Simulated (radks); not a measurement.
Task: Species: Eu28+. Configuration: [Ar] 3d10 4s2 4p5. Calculated with a radial shooting solver on a logarithmic mesh with Libxc functionals: scalar-relativistic Kohn-Sham, PBE, spin-polarised, spherical densities, finite nucleus; open shells are filled with parallel spins first (spin-orbit coupling, left out, can overturn this in heavy ions); Fermi nuclear charge, rms radius 5.1115 fm. Some entries of the table are withheld. Estimate them.

| orbital | occ. | eigenvalue (eV) | r(max) (bohr) |
|---|---|---|---|
| 1s up | 1 | -49341.67 | 0.01420 |
| 1s down | 1 | -49340.98 | 0.01420 |
| 2s up | 1 | -8916.604 | 0.08052 |
| 2s down | 1 | -8916.229 | 0.08052 |
| 2p up | 3 | -8053.082 | 0.06510 |
| 2p down | 3 | -8052.480 | 0.06510 |
| 3s up | 1 | -2682.001 | 0.2276 |
| 3s down | 1 | -2681.396 | 0.2277 |
| 3p up | 3 | (1) | 0.2229 |
| 3p down | 3 | (2) | 0.2229 |
| 3d up | 5 | -2059.334 | 0.1819 |
| 3d down | 5 | -2058.662 | 0.1819 |
| 4s up | 1 | (3) | 0.4996 |
| 4s down | 1 | (4) | 0.4995 |
| 4p up | 3 | (5) | 0.5126 |
| 4p down | 2 | (6) | 0.5125 |

Result: 
(1) 3p up eigenvalue (eV): -2412.867
(2) 3p down eigenvalue (eV): -2412.172
(3) 4s up eigenvalue (eV): -1173.523
(4) 4s down eigenvalue (eV): -1170.324
(5) 4p up eigenvalue (eV): -1074.808
(6) 4p down eigenvalue (eV): -1071.643
